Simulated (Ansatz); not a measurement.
cis-ZnCl2(NH3)4 (ZnN₄Cl₂H₁₂). Total charge 0; singlet. Geometry PBE0-D4/def2-SVP, basis def2-TZVP, Ansatz.

```tsv
atom	x (Å)	y (Å)	z (Å)
Cl1	-0.8651	-2.5301	-0.1095
Cl2	0.6061	-0.0190	2.6065
N3	0.6843	1.8806	0.2543
N4	-0.5089	-0.1534	-1.9466
N5	-2.0313	0.1727	0.9411
N6	1.9328	-1.1432	0.0095
Zn7	-0.0229	-0.2250	0.2199
H8	0.8889	1.7894	1.2602
H9	0.0206	2.6422	0.1262
H10	1.5435	2.1356	-0.2290
H11	-0.8222	-1.1341	-1.9037
H12	0.2393	-0.0817	-2.6336
H13	-1.2840	0.4202	-2.2736
H14	-1.7974	0.2714	1.9330
H15	-2.4079	-0.7699	0.8071
H16	-2.7353	0.8620	0.6854
H17	2.7261	-0.9517	-0.5990
H18	1.6113	-2.1042	-0.1364
H19	2.2222	-1.0618	0.9882
```

```
run  HOMO (eV)  LUMO (eV)
  A      -5.42      -0.92
  B      -6.75      -0.14
  C      -5.73      -0.25
  D      -8.96       1.17
  E      -9.41       1.89
```

LC-ωPBE has ω = 0.4 bohr⁻¹. Another isomer (singlet) lies 0.09 eV lower at PBE0-D4/def2-TZVP; other spin states weren't run for this one.

Q: The runs used LC-ωPBE, PBE, PBE0, r2SCAN, ωB97M-V. Estimate which is which.

A: A PBE (0 % exact exchange); B PBE0 (25 % exact exchange); C r2SCAN (0 % exact exchange); D ωB97M-V (range-separated); E LC-ωPBE (range-separated). Exact exchange lowers occupied and raises empty levels; among semilocal functionals meta-GGAs tend to open the gap a little, and such runs are hard to tell apart. The gap grows from 4.50 eV (PBE) to 11.30 eV (LC-ωPBE).
